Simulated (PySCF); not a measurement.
CH7GeNSi2.
Numbering: `[N:1]#[C:2][Si@H:3]([SiH3:4])[GeH3:5]` (hydrogens: H6 on Si3; H7, H8, H9 on Si4; H10, H11, H12 on Ge5)

Computed by this run: PBE0-D3(BJ)/def2-SVP geometry optimisation, gas phase (PySCF); density fitting, grid level 1; the optimiser is geomeTRIC in internal coordinates, started from a GFN2-xTB structure with every atom displaced at random (about 0.01 Å).

Step 0: E = -74883.0271 eV
```
atom  x, y, z in Å  |  force x, y, z in eV/Å
N1      0.1809    3.1511   -0.6831    0.274   4.315  -2.067
C2      0.1074    2.1411   -0.1901   -0.163  -4.365   1.901
Si3     0.0310    0.4392    0.5681    0.365   0.447  -0.096
Si4     2.0168   -0.7183   -0.0062   -0.832  -0.020   0.628
Ge5    -1.9684   -0.5023   -0.1984   -0.217  -0.301   0.320
H6     -0.0943    0.7700    2.0043    0.057  -0.180   0.332
H7      1.9506   -2.0604    0.5957   -0.062  -0.373   0.228
H8      3.2025   -0.0400    0.4756    0.640   0.500   0.330
H9      2.0892   -0.8757   -1.4346   -0.016  -0.036  -1.108
H10    -2.2112   -1.8715    0.3800    0.143  -0.634   0.404
H11    -2.0445   -0.7091   -1.6614    0.251  -0.034  -1.213
H12    -3.2202    0.2476    0.1411   -0.440   0.681   0.340
```

Task: Estimate the geometry and energy of step 1. (The exact step hangs on the optimiser's Hessian estimate; all steps are aligned on step 0, rigid shifts and turns removed.)

Result: E = -74883.3138 eV, largest force 0.593 eV/Å
```
atom  x, y, z in Å  |  force x, y, z in eV/Å
N1      0.2268    3.2075   -0.7278   -0.012  -0.539   0.221
C2      0.1537    2.1618   -0.2187   -0.022   0.561  -0.190
Si3     0.0111    0.4898    0.5775    0.084  -0.194   0.023
Si4     1.9390   -0.7227    0.0056    0.021   0.087  -0.102
Ge5    -1.9796   -0.5564   -0.2135   -0.327  -0.047  -0.171
H6     -0.0576    0.6970    2.0563   -0.021   0.061  -0.039
H7      1.8699   -2.0789    0.6286   -0.014   0.009   0.012
H8      3.1462    0.0076    0.5011   -0.015  -0.052  -0.034
H9      1.9862   -0.8599   -1.4864    0.020   0.007   0.107
H10    -2.0991   -1.9657    0.4320    0.043   0.233  -0.100
H11    -1.9462   -0.7076   -1.7652    0.025   0.048   0.372
H12    -3.2108    0.2993    0.2014    0.218  -0.175  -0.099
```

The energy changes by -0.2866 eV. The first-order estimate −F·Δx gives -0.7021 eV and the mean of the old and new forces, exact on a quadratic surface, -0.2921 eV. The step makes an angle of 73° with the force vector and moves no atom by more than 0.155 Å.

The cost below is that of the whole optimisation. Time: 51 s wall; peak memory 0.53 GiB. Hardware: one thread, Arm Neoverse V2 (aarch64), shared host with 96 logical CPUs at a one-minute load of 28.
